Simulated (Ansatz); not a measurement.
H9Si4, SMILES [SiH3][SiH2][SiH2][SiH2], multiplicity 2.

Geometry optimised at ωB97X-D3(BJ)/def2-SVP. The isomer is the one that the SMILES or the coordinates give; other isomers of the formula were not compared. Other conformers were not sampled.

Two levels are set side by side: PBE/def2-TZVPD (Ansatz, a first-principles code) and PBE0/def2-TZVPD (Ansatz). Energy differences of separate SCF runs at the same geometry; the states with an electron removed or added have multiplicity 1 and 1. Differences are taken from unrounded values.

| quantity | PBE0 | PBE | PBE minus PBE0 |
|---|---|---|---|
| vertical ionisation energy (eV) | 7.83 | 7.63 | -0.20 |
| vertical electron affinity (eV) | 1.39 | 1.49 | 0.10 |
